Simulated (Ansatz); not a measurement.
`O[SiH](F)[AlH2]` → Al• + F• + 4 H• + O• + Si•  (atomization)

Gas-phase electronic energies from Ansatz, PBE0-D4/def2-TZVP geometries. CCSD(T)/CBS adds triple-zeta CCSD(T) − MP2 to the extrapolated MP2 energy (def2 sets, frozen cores). This one scheme is used for every species, atoms too. DFT in def2-TZVPP. Open shells (•) are unrestricted, without spin–orbit coupling. Spin–orbit coupling would lower the free atoms: a little for Al, F, O, Si. One conformer a species, not always the lowest.

```tsv
level	ΔE (kcal/mol)
BLYP	608.8
MP2/def2-SVP	580.3
```

(1) What does CCSD(T)/CBS give? (An estimate is asked.)

Largest T1 diagnostic among the species: 0.018.

## Answers

(1) The calculation gave: +626.2 kcal/mol. The listed levels differ from it by -17.4, -45.9 kcal/mol.

From r2SCAN to r2SCAN0 (25 % exact exchange), in def2-TZVPP and without D4, ΔE moves by −12.0 kcal/mol: exact exchange takes away binding that semilocal exchange gives to molecules. The D4 term adds +5.4 kcal/mol with B3LYP and +2.8 kcal/mol with PBE0; it sums over pairs of atoms, weighted by their polarisabilities, and B3LYP, whose exchange is more repulsive, gets the larger term. At CCSD(T), def2-SVP lies −55.6 kcal/mol from the extrapolated value and def2-TZVPP −19.8 kcal/mol: correlation converges slowly with the basis, and small sets miss more of it in the bonded molecule than in its fragments.

B3LYP here is the variant with VWN-RPA as its local correlation; programs differ in this.

For atomizations the MP2-based limit and the directly extrapolated one differ by several kJ/mol either way, and by 10 to 25 for some Ge, Se and Sn compounds, so smaller differences from it don't rank the levels.
